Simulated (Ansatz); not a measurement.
The cluster HfS2, relaxed as a quintet with UKS PBE0-D4/def2-TZVP in Ansatz, starting from the PBE0-D4/def2-TZVP geometry of the neutral singlet. Force threshold 0.02 eV/Å.

In the def2 sets Hf takes a core potential; there is no spin–orbit coupling. At PBE0-D4/def2-TZVP a singlet of charge 0 lies 3.56 eV below the quintet, each at its own geometry. The structure comes from a short search, and lower isomers may exist.

Start:

Cartesian coordinates in Å:
```
Hf 0.3520 -0.4038 -0.6478
S -1.7936 -0.5043 -0.1148
S 1.4416 0.9081 0.7626
```

(1) Estimate the energy that the relaxation releases and the steps that it takes.

(2) Does the start keep its bonding and symmetry?

(3) Predict the relaxed structure.

## Answers

(1) 0.86 eV, in 6 steps; 4.4 s on 4 threads of AMD EPYC 9R45 on a shared host. No frequencies were taken in this run, so the end may be a saddle point.

(2) By distances, no bond broke or formed. The bond that changes most is Hf1–S3, from 2.21 to 2.45 Å (atoms count from 1). Point group C2v at the start, C2v at the end, both within 0.05 Å.

(3) 
Cartesian coordinates in Å:
```
Hf 0.239 -0.278 -0.445
S -2.158 -0.753 -0.333
S 1.919 1.030 0.777
```
Bond lengths: 2 × Hf–S 2.45 Å.
